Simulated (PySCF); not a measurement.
Two species compared at the same levels of theory.

First species: C5H13N.
SMILES: `CNC(C)(C)C`

Second species: C8H8.
SMILES: `C#CC(=C)[C@@H]1[C@@H]2C[C@@H]21`

Levels: CAM-B3LYP/def2-SVPD for dipole moment, HOMO energy, LUMO energy, HOMO–LUMO gap, static isotropic polarisability and electronic spatial extent ⟨r²⟩ about the centre of nuclear charge; TDDFT CAM-B3LYP/def2-SVPD for lowest singlet excitation; TDA CAM-B3LYP/def2-SVPD for lowest triplet excitation (Tamm–Dancoff); GFN2-xTB for rotational constant A and rotational constant C. Geometries: GFN2-xTB. All species are isolated and taken at one optimised geometry, non-relativistic unless stated. Electronic properties by PySCF.

Dipoles, sizes and rotational constants follow the conformer. The torsions of the flexible species, by atom-mapped SMILES:
- `[CH3:1][NH:2][C:3]([CH3:4])([CH3:5])[CH3:6]`: C1–N2–C3–C4 -62°
- `[CH:1]#[C:2][C:3](=[CH2:4])[C@@H:5]1[C@@H:6]2[CH2:7][C@H:8]12`: C2–C3–C5–C6 153°

Values for the first species:

| Item | Value |
| --- | --- |
| Dipole moment | 0.91 D |
| HOMO energy | -7.69 eV |
| LUMO energy | 1.27 eV |
| HOMO–LUMO gap | 8.96 eV |
| Lowest singlet excitation | 5.95 eV |
| Lowest triplet excitation (Tamm–Dancoff) | 5.75 eV |
| Static isotropic polarisability | 70.9 au |
| Electronic spatial extent ⟨r²⟩ about the centre of nuclear charge | 665 bohr² |
| Rotational constant A | 4.381 GHz |
| Rotational constant C | 2.636 GHz |

Estimate the same properties for the second species, and the change in each.

| property | first | second | second less first |
| --- | --- | --- | --- |
| dipole moment | 0.91 D | 1.04 D | +0.13 D |
| HOMO energy | -7.69 eV | -8.22 eV | -0.53 eV |
| LUMO energy | 1.27 eV | 0.33 eV | -0.94 eV |
| HOMO–LUMO gap | 8.96 eV | 8.55 eV | -0.41 eV |
| lowest singlet excitation | 5.95 eV | 5.50 eV | -0.45 eV |
| lowest triplet excitation (Tamm–Dancoff) | 5.75 eV | 3.52 eV | -2.23 eV |
| static isotropic polarisability | 70.9 au | 87.0 au | +16.1 au |
| electronic spatial extent ⟨r²⟩ about the centre of nuclear charge | 665 bohr² | 958 bohr² | +293 bohr² |
| rotational constant A | 4.381 GHz | 4.209 GHz | -0.172 GHz |
| rotational constant C | 2.636 GHz | 1.317 GHz | -1.319 GHz |

On the first: S1 lies 3.01 eV below the HOMO–LUMO gap; its leading configuration is HOMO→LUMO, weight 0.78. In wavenumbers S1 is 48000 cm⁻¹ (1 eV = 8065.54 cm⁻¹).

On the second: In wavenumbers S1 is 44400 cm⁻¹ (1 eV = 8065.54 cm⁻¹).
